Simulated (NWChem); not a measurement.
System: SnNH$_{3}$F$_{2}$; SMILES [SnH]([F])([NH2])[F]

The following NWChem deck was run.

```
start job
memory heap 200 mb stack 900 mb global 1100 mb
geometry units angstroms noautosym
  Sn    -0.060708     0.198962    -0.005576
  N      1.822333    -0.593896     0.004665
  F     -0.934893    -0.592161    -1.558434
  F     -0.893219    -0.592511     1.569761
  H     -0.490714     1.869874    -0.049095
  H      2.499672     0.013701    -0.617540
  H      2.200408    -0.586299     1.040636
end
basis spherical
  * library def2-svp
end
ecp
  Sn library def2-ecp
end
dft
  xc xpbe96 cpbe96
  disp vdw 4
  grid fine
  iterations 150
end
driver
  maxiter 120
  tight
end
task dft optimize
dft
  grid fine
  convergence energy 1d-8 density 1d-7
end
task dft freq numerical
```

NWChem printed, in part:

```
             Northwest Computational Chemistry Package (NWChem) 7.3.0
             --------------------------------------------------------

                             Geometry "geometry" -> ""
                             -------------------------

 Output coordinates in angstroms (scale by  1.889725989 to convert to a.u.)

  No.       Tag          Charge          X              Y              Z
 ---- ---------------- ---------- -------------- -------------- --------------
    1 Sn                  50.0000    -0.02836555     0.24478179    -0.00852214
    2 N                    7.0000     1.85467545    -0.54807621     0.00171886
    3 F                    9.0000    -0.90255055    -0.54634121    -1.56138014
    4 F                    9.0000    -0.86087655    -0.54669121     1.56681486
    5 H                    1.0000    -0.45837155     1.91569379    -0.05204114
    6 H                    1.0000     2.53201445     0.05952079    -0.62048614
    7 H                    1.0000     2.23275045    -0.54047921     1.03768986

 Effective nuclear repulsion energy (a.u.)     422.0661653268

                                Z-matrix (autoz)
                                --------

 Units are Angstrom for bonds and degrees for angles

[...]

      ----------------------
      Optimization converged
      ----------------------

  Step       Energy      Delta E   Gmax     Grms     Xrms     Xmax
  ---- ---------------- -------- -------- -------- -------- --------
@   49    -470.12674672  2.3D-08  0.00001  0.00000  0.00002  0.00005
                                     ok       ok       ok       ok

                                Z-matrix (autoz)
                                --------

 Units are Angstrom for bonds and degrees for angles

[...]

 Rotational Constants
 --------------------
 A=   0.145197 cm-1  (  0.208901 K)
 B=   0.138852 cm-1  (  0.199773 K)
 C=   0.091092 cm-1  (  0.131058 K)

 Temperature                      =   298.15K
 frequency scaling parameter      =   1.0000

 Zero-Point correction to Energy  =   21.762 kcal/mol  (  0.034681 au)
 Thermal correction to Energy     =   25.888 kcal/mol  (  0.041255 au)
 Thermal correction to Enthalpy   =   26.480 kcal/mol  (  0.042199 au)

 Total Entropy                    =   82.414 cal/mol-K
   - Translational                =   41.332 cal/mol-K (mol. weight = 172.9251)
   - Rotational                   =   26.265 cal/mol-K (symmetry #  =        1)
   - Vibrational                  =   14.817 cal/mol-K

 Cv (constant volume heat capacity) =   20.583 cal/mol-K
   - Translational                  =    2.979 cal/mol-K
   - Rotational                     =    2.979 cal/mol-K
   - Vibrational                    =   14.624 cal/mol-K

[normal modes left out]

 ----------------------------------------------------------------------------
 Normal Eigenvalue ||           Projected Infra Red Intensities
  Mode   [cm**-1]  || [atomic units] [(debye/angs)**2] [(KM/mol)] [arbitrary]
 ------ ---------- || -------------- ----------------- ---------- -----------
    1       -0.000 ||    0.000263           0.006         0.256       0.092
    2        0.000 ||    0.001240           0.029         1.209       0.434
    3        0.000 ||    0.000622           0.014         0.606       0.218
    4        0.000 ||    0.000023           0.001         0.023       0.008
    5        0.000 ||    0.000162           0.004         0.157       0.057
    6        0.000 ||    0.000622           0.014         0.607       0.218
    7       69.002 ||    0.032760           0.756        31.936      11.474
    8      148.714 ||    0.012728           0.294        12.408       4.458
    9      161.765 ||    0.005463           0.126         5.325       1.913
   10      175.821 ||    0.036627           0.845        35.706      12.828
   11      522.736 ||    0.045615           1.052        44.468      15.976
   12      550.135 ||    0.057137           1.318        55.700      20.012
   13      550.640 ||    0.045639           1.053        44.491      15.985
   14      604.945 ||    0.057481           1.326        56.035      20.132
   15      617.728 ||    0.063254           1.459        61.663      22.154
   16      684.379 ||    0.096775           2.233        94.341      33.895
   17      865.117 ||    0.015612           0.360        15.220       5.468
   18     1490.490 ||    0.009934           0.229         9.684       3.479
   19     1908.016 ||    0.081990           1.892        79.927      28.716
   20     3391.668 ||    0.017652           0.407        17.208       6.183
   21     3489.182 ||    0.017988           0.415        17.536       6.300
 ----------------------------------------------------------------------------
```

Level: PBE-D3(BJ)/def2-SVP with def2 effective core potentials on Sn. def2 effective core potentials on Sn; no spin-orbit coupling.
